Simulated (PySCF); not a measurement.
# Electronic absorption of SbH2(NMe2)

Compound: SbH2(NMe2), C₂H₈NSb.
SMILES: `C[N](C)[SbH2]`

The calculation used PySCF 2.14.0, density-fitted response routines, TDDFT B3LYP/def2-SVPD, vertical, gas phase, core orbitals frozen in the response, def2 core potentials past Kr. Geometry: PBE0-D3(BJ)/def2-SVP, one conformer, isolated molecule. Spin–orbit coupling is left out.

Predict the UV-vis stick spectrum at this level.

| state | E (eV) | E (kJ/mol) | λ (nm) | f | main configurations (H = HOMO, L = LUMO) |
| --- | --- | --- | --- | --- | --- |
| S1 | 4.10 | 395 | 302.6 | 0.013 | H→L (98%) |
| S2 | 5.00 | 482 | 248.2 | 0.0058 | H→L+1 (91%) |
| S3 | 5.25 | 507 | 236.1 | 0.021 | H→L+2 (84%), H-1→L (9%) |
| S4 | 5.57 | 538 | 222.5 | 0.108 | H-1→L (87%) |
| S5 | 6.13 | 592 | 202.2 | 0.015 | H→L+3 (98%) |
| S6 | 6.31 | 609 | 196.4 | 0.129 | H-1→L+2 (80%), H-1→L+1 (16%) |
| S7 | 6.48 | 625 | 191.3 | 0.109 | H-1→L+1 (72%), H-1→L+2 (18%) |
| S8 | 6.52 | 629 | 190.1 | 0.0041 | H→L+4 (99%) |
| S9 | 6.93 | 669 | 178.9 | 0.0092 | H→L+5 (98%) |
| S10 | 7.28 | 703 | 170.2 | 0.043 | H-2→L (65%), H-3→L (19%) |

Triplets, Tamm–Dancoff:

| state | E (eV) | λ (nm) | main configurations (H = HOMO, L = LUMO) |
| --- | --- | --- | --- |
| T1 | 3.72 | 333.6 | H→L (96%) |
| T2 | 4.57 | 271.5 | H-1→L (95%) |
| T3 | 4.68 | 265.1 | H→L+1 (90%) |
| T4 | 5.00 | 247.8 | H→L+2 (85%) |

The lowest singlet comes at 303 nm (395 kJ/mol) in the ultraviolet; it is weak; its leading configuration is HOMO→LUMO (98%). The most intense listed level is S6 at 6.31 eV (196 nm, f = 0.129), 2.22 eV above S1. Löwdin shares by element: HOMO nitrogen 57%, carbon 19%, antimony 5% (atoms not listed hold the other 19%); LUMO antimony 56%, hydrogen 17% or more, nitrogen 12% (atoms not listed hold the other 15%). The listed states span 3.19 eV, and the widest gap between neighbours is 0.90 eV (S1 to S2). Of the 10 states listed, 7 reach f = 0.01 and none stays under 0.0005. Orbital energies (eV): HOMO-3 -9.31, HOMO-2 -9.01, HOMO-1 -7.16, HOMO -6.00, LUMO -0.86, LUMO+1 -0.13, LUMO+2 0.04. The vertical ionisation energy (ΔSCF) is 8.08 eV, 0.80 eV above S10. Only the lowest 10 singlets were computed, as vertical energies without vibronic structure.
